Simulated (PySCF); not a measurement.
## Electron correlation in Sb²⁺ (antimony, charge +2)

[Kr] 4d10 5s2 5p1, 2P determinant. Calculation: PySCF 2.14, in def2-SVP with the def2 core potential (28 electrons); a scalar-relativistic core potential. Frozen: 4s2 4p6 4d10; 3 electrons correlated.

MP2 pair energies summed by pair of shells (mhartree):

| pair | energy | share (%) |
| --- | --- | --- |
| 5s-5s | -16.09 | 58.6 |
| 5s-5p | -11.39 | 41.4 |

Total MP2 correlation energy: -27.47 mhartree.

Same-spin part -1.80 and opposite-spin part -25.67 mhartree; SCS-MP2 scales them by 1/3 and 6/5 to -31.41 mhartree.

```
  level  correlation energy (mhartree)
   CCSD                         -40.65
    (T)                          -0.32
CCSD(T)                         -40.97
```

Diagnostics: T1 = 0.0079, D1 = 0.0192, largest double amplitude 0.097.

Is a single reference adequate?

Mostly. T1 lies below 0.03, but a double amplitude of this size points to a near-degeneracy that CCSD handles and MP2 describes poorly.
